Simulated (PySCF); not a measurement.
Polarisability and C₆ of Kr (krypton, neutral)

[Kr], closed-shell 1S. Calculation: PySCF 2.14, in aug-cc-pV5Z-PP with ECP10MDF (8s7p6d4f3g2h, 136 functions); a scalar-relativistic core potential. Coupled (time-dependent) response in atomic units; α is the mean over directions.

```csv
method,mean α (bohr³),C₆ (like pair),S(−4)
UHF,16.43,125.8,52.24
PBE,18.25,142.6,72.34
PBE0,17.45,135.2,62.88
```

S(−4) is the Cauchy moment in α(ω) = α(0) + S(−4) ω² + …

Reference α: 16.78 ± 0.02 bohr³ (recommended; Schwerdtfeger and Nagle, table of static dipole polarizabilities (2023 update)). Published C₆: 130.0 (Chu and Dalgarno (2004); Tang, Norbeck and Certain (1976)).

α(iu) at PBE0:

```csv
u (hartree),α(iu) (bohr³)
0,17.45
0.0500,17.29
0.100,16.85
0.200,15.34
0.300,13.46
0.500,9.940
0.750,6.818
1.00,4.846
1.50,2.746
2.00,1.758
3.00,0.9108
5.00,0.3948
```

A single London oscillator, α(iu) = α/(1 + u²/ω²), gives C₆ = (3/4) ω α². Matching the computed C₆ needs ω = 4 × 135.2 / (3 × 17.45²) = 0.592 hartree.

Energies and moments cover only the electrons outside the core potential.
